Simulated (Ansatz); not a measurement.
System: TiI₂ (charge 0, triplet). The spin state was set by rule; other spins were not relaxed. 
Structure (B3LYP-D3(BJ)/def2-TZVP (Ansatz, a program for electronic structure) minimum search):
```
Ti
I 1 2.6140
I 1 2.6140 2 180.00
```
Charge 0, spin multiplicity 3.

Total electronic energies in hartree. Cores are frozen in the correlated levels unless marked. UHF or UKS for open shells. Spin-orbit coupling is left out. The frozen core is the preceding noble-gas configuration, with the filled d and f shells of earlier blocks. In def2 rows, elements after Kr have scalar-relativistic effective core potentials. CBS(X,Y): correlation extrapolated as X^-3; Hartree-Fock from the larger set. [CCSD(T)-MP2]/basis is that difference in the basis named.

| level | program | energy (Eh) |
|---|---|---|
| BLYP-D3(BJ)/def2-TZVPD | Ansatz + dftd3 | -1444.89677 |
| r2SCAN/def2-TZVPD | Ansatz | -1445.17748 |
| r2SCAN-D3(BJ)/def2-TZVPD | Ansatz + dftd3 | -1445.17844 |
| PBE0/def2-SVP | Ansatz | -1444.67302 |
| r2SCANh-D4/def2-TZVPD | Ansatz + dftd4 | -1445.15066 |
| HSE06-D4/def2-TZVPD | Ansatz + dftd4 | -1444.79357 |
| HSE06/def2-TZVPD | Ansatz | -1444.79051 |
| LC-wPBE-D3(BJ)/def2-TZVPD | Ansatz + dftd3 | -1444.86700 |
| LC-wPBE/def2-TZVPD | Ansatz | -1444.86251 |
| B2PLYP-D3(BJ)/def2-TZVPD | Ansatz + dftd3 | -1444.17901 |
| B2PLYP/def2-TZVPD | Ansatz | -1444.17425 |
| MP2/def2-SVP | Ansatz | -1442.01220 |
| RI-MP2/def2-TZVPP | Ansatz | -1442.23776 |
| SCS-MP2/def2-TZVPP | Ansatz | -1442.22565 |
| RI-MP2/CBS(def2-TZVPP,def2-QZVPP)+[CCSD(T)-MP2]/def2-TZVPP | Ansatz | -1442.3832 |

Totals of different functionals don't rank their quality; only differences between species are comparable.
